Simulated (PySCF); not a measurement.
A side-by-side comparison of computed properties.

First species: C5H11FN2Si.
SMILES with atom numbers: `[CH3:1][N:2]([CH3:3])[SiH2:4][C@H:5]([F:6])[CH2:7][C:8]#[N:9]` (hydrogens: H10, H11, H12 on C1; H13, H14, H15 on C3; H16, H17 on Si4; H18 on C5; H19, H20 on C7)

Second species: C₃H₁₅NSi₃.
SMILES: `C[C@H]([SiH2]N)[SiH2]C[SiH3]`

Levels: PBE0/pcSseg-1 for dipole moment, HOMO energy, LUMO energy and HOMO–LUMO gap; GFN2-xTB for rotational constant A and rotational constant C. Geometries: GFN2-xTB. Each structure is a single optimised conformer of the isolated species, non-relativistic unless stated. Electronic properties by PySCF.

Dipoles, sizes and rotational constants follow the conformer. The torsions of the flexible species, by atom-mapped SMILES:
- `[CH3:1][N:2]([CH3:3])[SiH2:4][C@H:5]([F:6])[CH2:7][C:8]#[N:9]`: C1–N2–Si4–C5 -50°, N2–Si4–C5–F6 73°, Si4–C5–C7–C8 -169°
- `[CH3:1][C@H:2]([SiH2:3][NH2:4])[SiH2:5][CH2:6][SiH3:7]`: C1–C2–Si3–N4 166°, C1–C2–Si5–C6 -62°, C2–Si5–C6–Si7 178°, H–N4–Si3–C2 -178°, H–N4–Si3–C2 46°

| property | column X | column Y |
| --- | --- | --- |
| dipole moment | 5.37 D | 0.37 D |
| HOMO energy | -6.84 eV | -7.25 eV |
| LUMO energy | 0.40 eV | 0.39 eV |
| HOMO–LUMO gap | 7.24 eV | 7.64 eV |
| rotational constant A | 2.612 GHz | 2.933 GHz |
| rotational constant C | 0.666 GHz | 0.492 GHz |

Which column belongs to which species?

Column X is the first species and column Y the second. The first has 20 atoms and 78 electrons, the second 22 and 82.

How does each property change from the first species to the second?

dipole moment -5.00 D; HOMO energy -0.41 eV; LUMO energy -0.01 eV; HOMO–LUMO gap +0.40 eV; rotational constant A +0.321 GHz; rotational constant C -0.174 GHz.

On the first: In atomic units the dipole is 2.11 e·bohr (1 au = 2.5417 D).

On the second: The dipole matches unit charges of opposite sign 0.08 Å apart (1 e·Å = 4.8032 D).
